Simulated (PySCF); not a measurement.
C3H5FOSi, SMILES [SiH2](C1=COC1)F.

Geometry: B3LYP-D3(BJ)/def2-SVP. This is a generated structure with no PubChem entry under its InChIKey; it may be hypothetical. The values are those of a single conformer.

All values below come from PySCF with CAM-B3LYP/def2-TZVP.

Isolated molecule, no solvent.

Computed frontier levels, gap, dipole moment and polarisability:
| Property | Result |
|---|---|
| highest occupied level | -8.32 eV |
| lowest empty level | 0.81 eV |
| orbital gap | 9.13 eV |
| dipole moment | 1.67 D |
| quadrupole, principal values (traceless, Buckingham form, about the centre of nuclear charge) | -8.23, 1.04, 7.19 D·Å |
| mean static polarisability | 59.9 bohr³ (8.88 Å³) |
| polarisability, principal values | 47.8, 59.0, 72.9 bohr³ |
